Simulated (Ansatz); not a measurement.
AsMe2(NMe2) (C4H12AsN). Charge 0, multiplicity 3. Geometry r2SCAN-D4/def2-SVP, that of the neutral singlet.

```xyz
18

As    0.444   -0.288   -1.086
C    -0.073   -2.123   -0.601
H     0.783   -2.680   -0.191
H    -0.413   -2.643   -1.509
H    -0.887   -2.092    0.139
C    -1.337    0.236   -1.737
H    -2.074    0.120   -0.928
H    -1.605   -0.416   -2.583
H    -1.337    1.276   -2.096
N     0.220    0.434    0.666
C     0.163    1.885    0.669
C     1.229   -0.043    1.594
H    -0.093    2.237    1.685
H    -0.625    2.246   -0.009
H     1.119    2.381    0.382
H     1.252   -1.144    1.613
H     2.260    0.319    1.376
H     0.974    0.295    2.615
```

At PBE0-D4/def2-TZVP a singlet of charge 0 lies 4.16 eV below the triplet at the same geometry.

**Question.** Estimate the α-spin orbital energies around the gap (eV) in Ansatz with PBE-D4/def2-TZVP, r2SCAN-D4/def2-TZVP, PBE0-D4/def2-TZVP.

**Answer.** 
```
orbital  PBE-D4/def2-TZVP  r2SCAN-D4/def2-TZVP  PBE0-D4/def2-TZVP
 HOMO−5             -8.93                -9.30             -10.41
 HOMO−4             -8.08                -8.43              -9.54
 HOMO−3             -7.63                -7.85              -8.84
 HOMO−2             -6.99                -7.37              -8.42
 HOMO−1             -5.64                -5.99              -6.94
   HOMO             -0.78                -0.87              -1.61
   LUMO             -0.03                 0.27               0.84
 LUMO+1              0.27                 0.87               1.07
 LUMO+2              0.84                 1.45               1.68
 LUMO+3              1.42                 2.02               2.31
 LUMO+4              1.49                 2.18               2.36
 LUMO+5              1.94                 2.52               2.83
 β HOMO             -6.19                -6.25              -7.00
 β LUMO             -4.45                -4.22              -3.53
```
